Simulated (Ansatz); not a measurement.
Species: H$_{3}$ClGe, SMILES `[Cl][GeH3]` (charge 0, multiplicity 1).

Q: Give a relaxed geometry from CAM-B3LYP-D3(BJ)/def2-TZVP in Ansatz (a first-principles code).

A: the end point of this relaxation (outside a Z-matrix the atoms follow the SMILES, hydrogens last).
Bonds (Å): Cl1–Ge2 2.158, Ge2–H3 1.526, Ge2–H4 1.526, Ge2–H5 1.526. Bond angles (°): Cl1–Ge2–H3 107.1, Cl1–Ge2–H4 107.1, Cl1–Ge2–H5 107.1, H3–Ge2–H4 111.7, H3–Ge2–H5 111.7, H4–Ge2–H5 111.7.
